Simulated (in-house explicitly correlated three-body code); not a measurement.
Computed with an exponentially correlated three-body code. Model: two electrons around a point charge, non-relativistic, variational in 260 exponentially correlated functions (energies converged to about 1e-7 hartree, or 1e-8 relative for large Z).

For two electrons in a singlet the Kohn-Sham orbital is the square root of half the density, so the exact Kohn-Sham potential and energy parts follow from the density alone, and exchange is minus half the Hartree energy. The Kohn-Sham level equals minus the binding energy of the second electron.

Command:
```bash
python run_hyl.py task.json out
```
Settings (lengths in bohr, energies in hartree):
```
Z                      2.04
interaction_strength   1
functions              260
states_tried           13
```

Cost of the run: 42 s on 1 thread of Intel(R) Xeon(R) Platinum 8375C CPU @ 2.90GHz (Ice Lake), on a shared host.

**Those bound S and P states to n = 4 that converged, binding against the one-electron ion.**

Given: nuclear charge 2.04.

Computed: one-electron threshold -2.0808 hartree.

| term | energy (hartree) | binding (eV) | quantum defect |
| --- | --- | --- | --- |
| 1 1S | -3.04038884 | 26.112 | 0.24928 |
| 2 3S | -2.26860568 | 5.1105 | 0.30307 |
| 2 1S | -2.23780457 | 4.2723 | 0.14407 |
| 2 3P | -2.22483128 | 3.9193 | 0.062285 |
| 2 1P | -2.2146934 | 3.6434 | -0.0097348 |
| 3 3S | -2.15467317 | 2.0102 | 0.29433 |
| 3 1S | -2.14684174 | 1.7971 | 0.1384 |
| 3 3P | -2.14361381 | 1.7093 | 0.065793 |
| 3 1P | ? | ? | ? |
| 4 3S | -2.12012833 | 1.0702 | 0.29178 |
| 4 1S | ? | ? | ? |
| 4 3P | -2.11575823 | 0.95126 | 0.066822 |
| 4 1P | -2.11439924 | 0.91428 | -0.011932 |

What belongs in the row 3 1P?

energy (hartree): -2.14043201; binding (eV): 1.6227; quantum defect: -0.01147.

What belongs in the row 4 1S?

energy (hartree): -2.1170352; binding (eV): 0.98601; quantum defect: 0.13675.

**Converged states only, values per electron or pair.**

```tsv
term	mean r (bohr)	mean r squared (bohr²)	mean inverse r (1/bohr)	mean r12 (bohr)	mean inverse r12 (1/bohr)	mean cosine	mean p1 dot p2 (bohr⁻²)	delta r1 (bohr⁻³)	delta r12 (bohr⁻³)
1 1S	0.9068	1.1347	1.7283	1.386	0.97067	-0.063032	0.16421	1.9342	0.11565
2 3S	2.4783	10.794	1.1797	4.317	0.27614	-0.015728	0.0078299	1.403	-
2 1S	?	?	?	?	?	?	?	?	?
2 3P	2.5788	12.232	1.1584	4.5245	0.27674	-0.03785	-0.070972	1.3355	-
2 1P	2.8069	14.603	1.1481	4.9448	0.25478	-0.0042361	0.051012	1.3525	0.00085568
3 3S	5.6677	64.25	1.0859	10.637	0.12124	-0.0042436	0.0020054	1.3642	-
3 1S	6.2883	79.961	1.0807	11.872	0.11569	-0.0043617	0.0027726	1.3621	0.0027286
3 3P	6.0862	75.953	1.0803	11.476	0.12037	-0.010708	-0.020057	1.3467	-
3 1P	6.4311	84.996	1.0772	12.156	0.11399	-0.00102	0.016064	1.3516	0.00029322
4 3S	?	?	?	?	?	?	?	?	-
4 1S	11.141	261.5	1.0537	21.564	0.06515	-0.0018169	0.0011331	1.3556	0.001121
4 3P	11.036	258.9	1.0536	21.357	0.067003	-0.0044071	-0.0082338	1.3493	-
4 1P	11.497	281.24	1.0522	22.275	0.064341	-0.00040276	0.0068985	1.3514	0.00012956
```

What belongs in the row 2 1S?

mean r (bohr): 2.879; mean r squared (bohr²): 15.042; mean inverse r (1/bohr): 1.1604; mean r12 (bohr): 5.0955; mean inverse r12 (1/bohr): 0.25864; mean cosine: -0.014748; mean p1 dot p2 (bohr⁻²): 0.0099822; delta r1 (bohr⁻³): 1.3912; delta r12 (bohr⁻³): 0.0096625.

What belongs in the row 4 3S?

mean r (bohr): 10.299; mean r squared (bohr²): 222.41; mean inverse r (1/bohr): 1.0558; mean r12 (bohr): 19.882; mean inverse r12 (1/bohr): 0.067553; mean cosine: -0.0016917; mean p1 dot p2 (bohr⁻²): 0.00078734; delta r1 (bohr⁻³): 1.3563.

**Electric-dipole lines between converged S and P states, rate of the upper state's decay.**

| s state | p state | p minus s (eV) | oscillator strength from s | rate (1/s) |
| --- | --- | --- | --- | --- |
| 1 1S | 2 1P | 22.468 | 0.28623 | 2.09e+09 |
| 1 1S | 3 1P | 24.489 | 0.075708 | 6.5671e+08 |
| 1 1S | 4 1P | 25.197 | 0.030737 | 2.8227e+08 |
| 2 1S | 2 1P | 0.62889 | 0.36518 | 2.089e+06 |
| 2 1S | 3 1P | ? | ? | ? |
| 2 1S | 4 1P | 3.358 | 0.050731 | 8.2743e+06 |
| 3 1S | 2 1P | -1.8463 | -0.1416 | 2.0946e+07 |
| 3 1S | 3 1P | 0.17442 | 0.60834 | 267680 |
| 3 1S | 4 1P | 0.88281 | 0.15108 | 1.703e+06 |
| 4 1S | 2 1P | -2.6574 | -0.025378 | 7.7767e+06 |
| 4 1S | 3 1P | -0.63666 | -0.29982 | 5.2733e+06 |
| 4 1S | 4 1P | 0.071728 | 0.83401 | 62063 |
| 2 3S | 2 3P | 1.1912 | 0.52416 | 1.0757e+07 |
| 2 3S | 3 3P | 3.4012 | 0.070761 | 1.184e+07 |
| 2 3S | 4 3P | 4.1592 | 0.027655 | 6.9195e+06 |
| 3 3S | 2 3P | -1.9091 | -0.20152 | 3.187e+07 |
| 3 3S | 3 3P | 0.30094 | 0.8668 | 1.1355e+06 |
| 3 3S | 4 3P | ? | ? | ? |
| 4 3S | 2 3P | -2.8491 | -0.031097 | 1.0953e+07 |
| 4 3S | 3 3P | -0.63907 | -0.42198 | 7.4783e+06 |
| 4 3S | 4 3P | 0.11892 | 1.183 | 241970 |

What belongs in the row 2 1S 3 1P?

p minus s (eV): 2.6496; oscillator strength from s: 0.15777; rate (1/s): 1.6021e+07.

What belongs in the row 3 3S 4 3P?

p minus s (eV): 1.0589; oscillator strength from s: 0.056614; rate (1/s): 918210.

**Exact Kohn-Sham parts of the ground state from its density.**

Computed: Kohn-Sham kinetic 3.0036 hartree; exchange energy -1.0497 hartree; DFT correlation energy -0.042184 hartree; kinetic part of the DFT correlation energy 0.036825 hartree; potential part of the DFT correlation energy -0.07901 hartree; exact minus restricted Hartree-Fock -0.042126 hartree; Kohn-Sham level -26.112 eV; restricted Hartree-Fock level -26.496 eV; dipole polarisability 1.2492 bohr³; C6 of two such species 1.2567 hartree·bohr⁶.

What is the total energy?

-3.04038884 hartree.

What is the Hartree energy?

2.0994 hartree.

The correlation energy of density-functional theory lies 0.059 millihartree below exact minus Hartree-Fock, because the Hartree-Fock density, unlike the exact one, minimises the Hartree-Fock energy.
